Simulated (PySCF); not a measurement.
H3O4S (SMILES O=S(=O)(O)[OH2+]), charge +1, singlet, geometry from GFN2-xTB; SCAN/3-21G in PySCF.

Here is a job for PySCF.
```python
from pyscf import gto, scf, dft

mol = gto.M(
    atom='''
O    -0.92927765   -1.10107103    0.47038150
S    -0.30648471    0.06577188    0.03592323
O    -0.28177496    1.30990163    0.67380737
O    -0.16040338    0.13618090   -1.48192162
O     1.51509703   -0.43530633    0.32634646
H     0.02738105    0.99314564   -1.88232251
H     2.02118500    0.06891685    0.99495602
H     1.70606114   -1.39205371    0.40368493
''',
    basis='3-21g',
    charge=1,
    verbose=4,
)

mf = dft.RKS(mol)
mf.xc = 'scan'
mf.grids.level = 1
mf.kernel()
mf.analyze()
```

What the program printed (banner, timings and long lists left out):

```
PySCF version 2.14.0

[INPUT] verbose = 4
[INPUT] num. atoms = 8
[INPUT] num. electrons = 50
[INPUT] charge = 1
[INPUT] spin (= nelec alpha-beta = 2S) = 0
[INPUT] symmetry False subgroup None
[INPUT] Mole.unit = angstrom
[INPUT] Symbol           X                Y                Z      unit          X                Y                Z       unit  Magmom
[INPUT]  1 O     -0.929277650000  -1.101071030000   0.470381500000 AA   -1.756080252179  -2.080722690393   0.888892209062 Bohr   0.0
[INPUT]  2 S     -0.306484710000   0.065771880000   0.035923230000 AA   -0.579172163267   0.124290839898   0.067885066210 Bohr   0.0
[INPUT]  3 O     -0.281774960000   1.309901630000   0.673807370000 AA   -0.532477503160   2.475355330821   1.273311390013 Bohr   0.0
[INPUT]  4 O     -0.160403380000   0.136180900000  -1.481921620000 AA   -0.303118457655   0.257344604397  -2.800425999872 Bohr   0.0
[INPUT]  5 O      1.515097030000  -0.435306330000   0.326346460000 AA    2.863118438842  -0.822609743990   0.616705431121 Bohr   0.0
[INPUT]  6 H      0.027381050000   0.993145640000  -1.882322510000 AA    0.051742685503   1.876773261406  -3.557074022004 Bohr   0.0
[INPUT]  7 H      2.021185000000   0.068916850000   0.994956020000 AA    3.819486097079   0.130233971868   1.880194383787 Bohr   0.0
[INPUT]  8 H      1.706061140000  -1.392053710000   0.403684930000 AA    3.223988306363  -2.630600262585   0.762853958314 Bohr   0.0

nuclear repulsion = 295.311093940924
number of shells = 33
number of NR pGTOs = 96
number of NR cGTOs = 55
basis = 3-21g
ecp = {}

******** <class 'pyscf.dft.rks.RKS'> ********
method = RKS
initial guess = minao
damping factor = 0
level_shift factor = 0
DIIS = <class 'pyscf.scf.diis.CDIIS'>
diis_start_cycle = 1
diis_space = 8
diis_damp = 0
SCF conv_tol = 1e-09
SCF conv_tol_grad = None
SCF max_cycles = 50
direct_scf = True
direct_scf_tol = 1e-13
XC library pyscf.dft.libxc version 7.1.2
    S. Lehtola, C. Steigemann, M. J. T. Oliveira, and M. A. L. Marques,  SoftwareX 7, 1–5 (2018)
XC functionals = scan
    J. Sun, A. Ruzsinszky, and J. P. Perdew,  Phys. Rev. Lett. 115, 036402 (2015)
    J. Sun, A. Ruzsinszky, and J. P. Perdew,  Phys. Rev. Lett. 115, 036402 (2015)
radial grids:
    Treutler-Ahlrichs [JCP 102, 346 (1995); DOI:10.1063/1.469408] (M4) radial grids

becke partition: Becke, JCP 88, 2547 (1988); DOI:10.1063/1.454033
pruning grids: <function nwchem_prune>
grids dens level: 1
symmetrized grids: False
atomic radii adjust function: <function treutler_atomic_radii_adjust>
small_rho_cutoff = 0
Set gradient conv threshold to 3.16228e-05
Initial guess from minao.
tot grids = 34456
init E= -698.191357492381
  HOMO = -0.415899372969765  LUMO = -0.0696456836828117  gap/eV = 9.42204
cycle= 1 E= -696.169428899504  delta_E= 2.02  |g|= 1.33  |ddm|= 3.19
  HOMO = -0.406761071333611  LUMO = -0.296659118526367  gap/eV = 2.99603
cycle= 2 E= -695.246341296654  delta_E= 0.923  |g|= 2.39  |ddm|= 3.97
  HOMO = -0.505851168795754  LUMO = -0.299897324889375  gap/eV = 5.60429
cycle= 3 E= -696.442777721542  delta_E= -1.2  |g|= 0.762  |ddm|= 3.02
  HOMO = -0.531653127483308  LUMO = -0.301173194634511  gap/eV = 6.27168
cycle= 4 E= -696.562141686024  delta_E= -0.119  |g|= 0.11  |ddm|= 0.749
  HOMO = -0.532047663759505  LUMO = -0.306143551100431  gap/eV = 6.14716
cycle= 5 E= -696.56335541815  delta_E= -0.00121  |g|= 0.073  |ddm|= 0.115
  HOMO = -0.533238150253771  LUMO = -0.303605257802449  gap/eV = 6.24863
cycle= 6 E= -696.564292310594  delta_E= -0.000937  |g|= 0.0167  |ddm|= 0.0634
  HOMO = -0.532779293939543  LUMO = -0.303045695505872  gap/eV = 6.25137
cycle= 7 E= -696.564301159109  delta_E= -8.85e-06  |g|= 0.0163  |ddm|= 0.0253
  HOMO = -0.533175620296643  LUMO = -0.303018250694354  gap/eV = 6.26290
cycle= 8 E= -696.564355150602  delta_E= -5.4e-05  |g|= 0.00133  |ddm|= 0.0147
  HOMO = -0.533278758782833  LUMO = -0.303203205288462  gap/eV = 6.26067
cycle= 9 E= -696.56435551783  delta_E= -3.67e-07  |g|= 0.000263  |ddm|= 0.00138
  HOMO = -0.533230726165971  LUMO = -0.303154398116734  gap/eV = 6.26070
cycle= 10 E= -696.564355536381  delta_E= -1.86e-08  |g|= 4.91e-05  |ddm|= 0.000399
  HOMO = -0.533236911138405  LUMO = -0.303157181879967  gap/eV = 6.26079
cycle= 11 E= -696.564355537078  delta_E= -6.98e-10  |g|= 5.62e-06  |ddm|= 6.81e-05
  HOMO = -0.533237214456892  LUMO = -0.303157314467323  gap/eV = 6.26079
Extra cycle  E= -696.564355537045  delta_E= 3.38e-11  |g|= 1.42e-05  |ddm|= 1.83e-05
converged SCF energy = -696.564355537045
**** SCF Summaries ****
Total Energy =                        -696.564355537044662
Nuclear Repulsion Energy =             295.311093940923797
One-electron Energy =                -1532.768959014294069
Two-electron Energy =                  540.893509536325610
Two-electron Coulomb Energy =          601.717920470655940
DFT Exchange-Correlation Energy =      -60.824410934330274
HOMO-LUMO gap [eV] =                     6.260792974059156
**** MO energy ****
MO #1   energy= -88.4131041831545  occ= 2
MO #2   energy= -19.1894413855621  occ= 2
MO #3   energy= -19.1713999433996  occ= 2
MO #4   energy= -19.1344326589188  occ= 2
MO #5   energy= -19.1316504362343  occ= 2
MO #6   energy= -8.37911245717136  occ= 2
MO #7   energy= -6.33200377348115  occ= 2
MO #8   energy= -6.32892850491689  occ= 2
MO #9   energy= -6.32439669599488  occ= 2
MO #10  energy= -1.46767377288343  occ= 2
MO #11  energy= -1.33232569379625  occ= 2
MO #12  energy= -1.32393239724267  occ= 2
MO #13  energy= -1.31304986504594  occ= 2
MO #14  energy= -0.928673177384363 occ= 2
MO #15  energy= -0.840591828994666 occ= 2
MO #16  energy= -0.827734510218662 occ= 2
MO #17  energy= -0.74540068139972  occ= 2
MO #18  energy= -0.698125326472203 occ= 2
MO #19  energy= -0.643329728982892 occ= 2
MO #20  energy= -0.625064362200372 occ= 2
MO #21  energy= -0.600407564667038 occ= 2
MO #22  energy= -0.574948662522617 occ= 2
MO #23  energy= -0.557729742189642 occ= 2
MO #24  energy= -0.546837103662154 occ= 2
MO #25  energy= -0.533237214456892 occ= 2
MO #26  energy= -0.303157314467323 occ= 0
MO #27  energy= -0.257297352509051 occ= 0
MO #28  energy= -0.151061126240694 occ= 0
MO #29  energy= -0.129062879925696 occ= 0
MO #30  energy= -0.0874263830006607 occ= 0
MO #31  energy= -0.0754547756045691 occ= 0
MO #32  energy= -0.0305410348012112 occ= 0
MO #33  energy= 0.169802125643877  occ= 0
 ** Mulliken pop on meta-lowdin orthogonal AOs  **
 ** Mulliken pop  **
 ** Mulliken atomic charges  **
charge of    0O =     -0.52922
charge of    1S =      1.88689
charge of    2O =     -0.56200
charge of    3O =     -0.51145
charge of    4O =     -0.46438
charge of    5H =      0.39515
charge of    6H =      0.39169
charge of    7H =      0.39332

WARN: System has nonzero charge 1; the dipole moment is origin-dependent.
Location of origin: [0. 0. 0.]

Dipole moment(X, Y, Z, Debye):  4.92405,  0.21011, -0.46628
```
